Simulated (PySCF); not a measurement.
## `InChI=1S/C4H7FOS2/c1-7-3-2-8(6)4(3)5/h3-4H,2H2,1H3/t3-,4+,8-/m1/s1`

Geometry:
```tsv
atom	x (Å)	y (Å)	z (Å)
C1	-2.520	0.095	0.300
S2	-1.084	-0.810	0.912
C3	0.123	-0.428	-0.388
C4	1.439	-1.114	-0.031
S5	1.978	0.349	0.997
O6	3.350	0.796	0.617
C7	0.719	0.970	-0.247
F8	-0.089	1.982	0.122
H9	-2.328	1.174	0.269
H10	-3.338	-0.107	1.006
H11	-2.817	-0.269	-0.696
H12	-0.301	-0.667	-1.376
H13	1.394	-2.075	0.497
H14	2.146	-1.159	-0.873
H15	1.327	1.265	-1.121
```

Method: PySCF 2.14.0, TDDFT wB97X-D/def2-SVPD circular dichroism and optical rotation, one conformer, gas phase. Geometry: PBE0-D3(BJ)/def2-SVP.

The molecule is flexible and this is one conformer; a measurement averages over conformers.

Question: Draw the ECD and absorption spectra from the lowest 12 states, each a Gaussian of half-width 0.35 eV at 1/e height.

Answer: 
| E (eV) | λ (nm) | Δε (L mol⁻¹ cm⁻¹) | ε (L mol⁻¹ cm⁻¹) |
| --- | --- | --- | --- |
| 4.80 | 258 | +1.03 | 111 |
| 4.90 | 253 | +2.13 | 234 |
| 5.00 | 248 | +3.74 | 419 |
| 5.10 | 243 | +5.54 | 644 |
| 5.20 | 238 | +6.92 | 851 |
| 5.30 | 234 | +7.22 | 979 |
| 5.40 | 230 | +6.21 | 1000 |
| 5.50 | 225 | +4.23 | 936 |
| 5.60 | 221 | +1.99 | 834 |
| 5.70 | 218 | +0.15 | 732 |
| 5.80 | 214 | -1.05 | 641 |
| 5.90 | 210 | -1.82 | 571 |
| 6.00 | 207 | -2.64 | 555 |
| 6.10 | 203 | -3.97 | 643 |
| 6.20 | 200 | -5.95 | 869 |
| 6.30 | 197 | -8.13 | 1220 |
| 6.40 | 194 | -9.71 | 1650 |
| 6.50 | 191 | -9.91 | 2130 |
| 6.60 | 188 | -8.56 | 2740 |
| 6.70 | 185 | -6.07 | 3520 |
| 6.80 | 182 | -3.19 | 4460 |
| 6.90 | 180 | -0.74 | 5340 |
| 7.00 | 177 | +0.17 | 5910 |
| 7.10 | 175 | -1.76 | 5990 |
| 7.20 | 172 | -7.20 | 5600 |

Δε uses R in velocity form, ε uses f in length form. Only the states computed contribute, so the short-wavelength end is incomplete.
